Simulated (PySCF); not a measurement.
C4H5 (SMILES [CH-]1[C@@H]2C[C@H]12), charge -1, singlet, at a GFN2-xTB geometry; CCSD(T)/def2-SVP (PySCF).

The PySCF input:
```python
from pyscf import gto, scf, cc

mol = gto.Mole()
mol.atom = '''
    C    -0.01348128    1.18155902    0.44895058
    C     0.00640291   -1.09047136    0.32460397
    C     0.75400431    0.06221722   -0.26521490
    C    -0.75049844    0.04972316   -0.27751056
    H    -0.01520664    2.09591209   -0.26903994
    H    -0.00145211   -1.21255464    1.40980063
    H     0.01870869   -2.05397794   -0.20208349
    H     1.39180994   -0.01229614   -1.15053042
    H    -1.37242485   -0.03525157   -1.17312134
'''
mol.basis = 'def2-svp'
mol.charge = -1
mol.verbose = 4
mol.max_memory = 1800
mol.build()

mf = scf.RHF(mol)
mf.kernel()

mycc = cc.CCSD(mf, frozen=4)
mycc.kernel()
et = mycc.ccsd_t()
print('E(CCSD(T)) = %.10f' % (mycc.e_tot + et))
```

Output, abridged:

```
PySCF version 2.14.0

[INPUT] verbose = 4
[INPUT] num. atoms = 9
[INPUT] num. electrons = 30
[INPUT] charge = -1
[INPUT] spin (= nelec alpha-beta = 2S) = 0
[INPUT] symmetry False subgroup None
[INPUT] Mole.unit = angstrom
[INPUT] Symbol           X                Y                Z      unit          X                Y                Z       unit  Magmom
[INPUT]  1 C     -0.013481280000   1.181559020000   0.448950580000 AA   -0.025475927009   2.232822947809   0.848393639665 Bohr   0.0
[INPUT]  2 C      0.006402910000  -1.090471360000   0.324603970000 AA    0.012099746300  -2.060692217082   0.613412602247 Bohr   0.0
[INPUT]  3 C      0.754004310000   0.062217220000  -0.265214900000 AA    1.424861642642   0.117573506032  -0.501183525154 Bohr   0.0
[INPUT]  4 C     -0.750498440000   0.049723160000  -0.277510560000 AA   -1.418236508513   0.093963154448  -0.524418955075 Bohr   0.0
[INPUT]  5 H     -0.015206640000   2.095912090000  -0.269039940000 AA   -0.028736384875   3.960699831265  -0.508411803169 Bohr   0.0
[INPUT]  6 H     -0.001452110000  -1.212554640000   1.409800630000 AA   -0.002744090203  -2.291396180671   2.664137080939 Bohr   0.0
[INPUT]  7 H      0.018708690000  -2.053977940000  -0.202083490000 AA    0.035354300249  -3.881455772498  -0.381882450396 Bohr   0.0
[INPUT]  8 H      1.391809940000  -0.012296140000  -1.150530420000 AA    2.630139604047  -0.023236336989  -2.174187391781 Bohr   0.0
[INPUT]  9 H     -1.372424850000  -0.035251570000  -1.173121340000 AA   -2.593507093047  -0.066615812761  -2.216878043483 Bohr   0.0

nuclear repulsion = 107.460293519254
number of shells = 39
number of NR pGTOs = 131
number of NR cGTOs = 81
basis = def2-svp
ecp = {}

******** <class 'pyscf.scf.hf.RHF'> ********
method = RHF
initial guess = minao
damping factor = 0
level_shift factor = 0
DIIS = <class 'pyscf.scf.diis.CDIIS'>
diis_start_cycle = 1
diis_space = 8
diis_damp = 0
SCF conv_tol = 1e-09
SCF conv_tol_grad = None
SCF max_cycles = 50
direct_scf = True
direct_scf_tol = 1e-13
Set gradient conv threshold to 3.16228e-05
Initial guess from minao.
init E= -155.073182022458
  HOMO = -0.120893812744059  LUMO = 0.133199660429465  gap/eV = 6.91424
cycle= 1 E= -154.000419504288  delta_E= 1.07  |g|= 0.396  |ddm|= 3.23
  HOMO = 0.0384332070212023  LUMO = 0.349004075313319  gap/eV = 8.45106
cycle= 2 E= -154.049245088733  delta_E= -0.0488  |g|= 0.161  |ddm|= 1.17
  HOMO = -0.0243974917579095  LUMO = 0.357529796587565  gap/eV = 10.39277
cycle= 3 E= -154.056874995442  delta_E= -0.00763  |g|= 0.0561  |ddm|= 0.404
  HOMO = -0.0163012529503441  LUMO = 0.359097173395985  gap/eV = 10.21511
cycle= 4 E= -154.058089412353  delta_E= -0.00121  |g|= 0.00863  |ddm|= 0.131
  HOMO = -0.0165861837500767  LUMO = 0.358621730052676  gap/eV = 10.20993
cycle= 5 E= -154.058162445121  delta_E= -7.3e-05  |g|= 0.00371  |ddm|= 0.0668
  HOMO = -0.0165224532149457  LUMO = 0.358884537411767  gap/eV = 10.21534
cycle= 6 E= -154.058175776522  delta_E= -1.33e-05  |g|= 0.00132  |ddm|= 0.031
  HOMO = -0.0167975690973541  LUMO = 0.358876932591183  gap/eV = 10.22262
cycle= 7 E= -154.058177401469  delta_E= -1.62e-06  |g|= 0.000315  |ddm|= 0.0128
  HOMO = -0.0168313564334626  LUMO = 0.358884981128679  gap/eV = 10.22376
cycle= 8 E= -154.0581774856  delta_E= -8.41e-08  |g|= 7.8e-05  |ddm|= 0.00293
  HOMO = -0.0168363686364295  LUMO = 0.35888218983745  gap/eV = 10.22382
cycle= 9 E= -154.058177490026  delta_E= -4.43e-09  |g|= 2.74e-05  |ddm|= 0.000431
  HOMO = -0.0168355074573436  LUMO = 0.35888345045659  gap/eV = 10.22383
cycle= 10 E= -154.058177490468  delta_E= -4.42e-10  |g|= 8.97e-06  |ddm|= 0.000126
  HOMO = -0.0168360396755771  LUMO = 0.358883117118163  gap/eV = 10.22384
Extra cycle  E= -154.05817749053  delta_E= -6.21e-11  |g|= 4.33e-06  |ddm|= 4.98e-05
converged SCF energy = -154.05817749053

******** <class 'pyscf.cc.ccsd.CCSD'> ********
CC2 = 0
CCSD nocc = 11, nmo = 77
frozen orbitals 4
max_cycle = 50
direct = 0
conv_tol = 1e-07
conv_tol_normt = 1e-05
diis_space = 6
diis_start_cycle = 0
diis_start_energy_diff = 1e+09
Init t2, MP2 energy = -154.615963085209  E_corr(MP2) -0.557785594678781
Init E_corr(CCSD) = -0.557785594689853
cycle = 1  E_corr(CCSD) = -0.573177372605629  dE = -0.0153917779  norm(t1,t2) = 0.0559519
cycle = 2  E_corr(CCSD) = -0.587497506705948  dE = -0.0143201341  norm(t1,t2) = 0.0181243
cycle = 3  E_corr(CCSD) = -0.59010067992023  dE = -0.00260317321  norm(t1,t2) = 0.00842462
cycle = 4  E_corr(CCSD) = -0.591699197942711  dE = -0.00159851802  norm(t1,t2) = 0.00324883
cycle = 5  E_corr(CCSD) = -0.591700958074993  dE = -1.76013228e-06  norm(t1,t2) = 0.00159867
cycle = 6  E_corr(CCSD) = -0.59154403524246  dE = 0.000156922833  norm(t1,t2) = 0.000688357
cycle = 7  E_corr(CCSD) = -0.591539382246685  dE = 4.65299578e-06  norm(t1,t2) = 0.000300566
cycle = 8  E_corr(CCSD) = -0.591554631340322  dE = -1.52490936e-05  norm(t1,t2) = 0.000124234
cycle = 9  E_corr(CCSD) = -0.591550531300889  dE = 4.10003943e-06  norm(t1,t2) = 5.48646e-05
cycle = 10  E_corr(CCSD) = -0.591551998564559  dE = -1.46726367e-06  norm(t1,t2) = 2.79289e-05
cycle = 11  E_corr(CCSD) = -0.591551366058814  dE = 6.32505745e-07  norm(t1,t2) = 1.0123e-05
cycle = 12  E_corr(CCSD) = -0.591551217384182  dE = 1.48674632e-07  norm(t1,t2) = 4.61362e-06
cycle = 13  E_corr(CCSD) = -0.591551189635206  dE = 2.77489753e-08  norm(t1,t2) = 1.85326e-06
CCSD converged
E(CCSD) = -154.6497286801657  E_corr = -0.5915511896352064
CCSD(T) correction = -0.0231295383061339
E(CCSD(T)) = -154.6728582185
```
